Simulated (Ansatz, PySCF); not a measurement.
Molecule: sum formula SnOF, charge 0, multiplicity 2. It need not be the lowest isomer of its formula. 
Coordinates optimised at B3LYP-D3(BJ)/def2-TZVP (Ansatz, an electronic-structure program):
SMILES: [O]=[Sn][F]
```xyz
3

Sn     0.1455    -0.1506     0.2621
O      0.8874     0.1914    -1.5703
F     -1.5973     0.6663    -0.0604
```
Charge 0, spin multiplicity 2.

Dipole moments at this geometry, in debye (magnitudes).

```json
[
 {"level": "BP86/def2-TZVPD", "program": "PySCF", "dipole (D)": "3.41"},
 {"level": "TPSS/def2-TZVPD", "program": "PySCF", "dipole (D)": "…"},
 {"level": "r2SCAN/def2-TZVPD", "program": "Ansatz", "dipole (D)": "3.29"},
 {"level": "LC-wPBE/def2-TZVPD", "program": "Ansatz", "dipole (D)": "3.45"},
 {"level": "wB97X-V/def2-TZVPD", "program": "Ansatz", "dipole (D)": "3.47"},
 {"level": "CCSD(T)/def2-SVPD", "program": "Ansatz", "dipole (D)": "…"}
]
```

Problem. Some entries are withheld; supply them.

Solution. 
- TPSS/def2-TZVPD, dipole (D): 3.31
- CCSD(T)/def2-SVPD, dipole (D): 3.49
